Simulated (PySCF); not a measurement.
From one molecule to another.

First species: C7H14Se.
InChI=1S/C7H14Se/c1-7-4-2-3-5-8-6-7/h7H,2-6H2,1H3/t7-/m1/s1

Second species: CH7N3Si.
Structure used (PBE0-D3(BJ)/def2-SVP), in Å, numbered top down from 1:
```xyz
12
CH7N3Si angstrom
C      2.1015   -0.3252   -0.0795
N      1.1296   -0.6429    0.6584
Si    -0.4928    0.0404    0.5550
N     -0.4778    1.3650   -0.5592
N     -1.6767   -1.0617   -0.0320
H      2.0562    0.4487   -0.8775
H      3.0830   -0.8273    0.0286
H     -0.8672    0.3342    1.9692
H      0.1810    2.1261   -0.4373
H     -1.3689    1.7183   -0.8909
H     -2.0676   -1.7405    0.6112
H     -1.5634   -1.4649   -0.9558
```

Levels: PBE0/def2-SVPD for HOMO energy, LUMO energy, HOMO–LUMO gap and static isotropic polarisability; TDDFT PBE0/def2-SVPD for lowest singlet excitation; TDA PBE0/def2-SVPD for lowest triplet excitation (Tamm–Dancoff); ΔSCF PBE0/def2-SVPD for vertical ionisation energy. Geometries: PBE0-D3(BJ)/def2-SVP. All species are isolated and taken at one optimised geometry, non-relativistic unless stated. Electronic properties by PySCF.

Dipoles, sizes and rotational constants follow the conformer. The torsions of the flexible species, by atom-mapped SMILES:
- `[CH2:1]=[N:2][SiH:3]([NH2:4])[NH2:5]`: C1–N2–Si3–N4 -8°, H–N4–Si3–N2 -54°, H–N4–Si3–N2 166°, H–N5–Si3–N2 80°, H–N5–Si3–N2 -60°

The conformers of `C[C@@H]1CCCC[Se]C1` aren't listed.

(1) Which has the higher static isotropic polarisability?

(2) Which has the higher LUMO energy?

(3) Which has the higher vertical ionisation energy?

(4) Which of the two has the higher T1 energy, and by how much?

(5) Which has the higher S1 energy?

(6) Which has the higher HOMO energy?

(7) Which has the higher HOMO–LUMO gap?

Answers

(1) The first: 109.7 au against 62.9 au, a difference of 46.8 au.

(2) The first: 0.22 eV against -0.75 eV, a difference of 0.97 eV.

(3) The second: 8.93 eV against 7.89 eV, a difference of 1.04 eV.

(4) The first: 4.27 eV against 3.36 eV, a difference of 0.91 eV.

(5) The first: 4.71 eV against 4.02 eV, a difference of 0.69 eV.

(6) The first: -5.94 eV against -6.85 eV, a difference of 0.91 eV.

(7) The first: 6.16 eV against 6.10 eV, a difference of 0.06 eV.

On the first: The ΔSCF ionisation energy exceeds −ε(HOMO) by 1.95 eV with PBE0. The polarisability is 16.25 Å³ as a volume (1 au = 0.148185 Å³), or 1.22 au for each of the 90 electrons. The calculation is non-relativistic and has no spin–orbit coupling, an omission that weighs most on selenium.

On the second: The polarisability is 9.33 Å³ as a volume (1 au = 0.148185 Å³), or 1.31 au for each of the 48 electrons. In wavenumbers S1 is 32400 cm⁻¹ (1 eV = 8065.54 cm⁻¹).
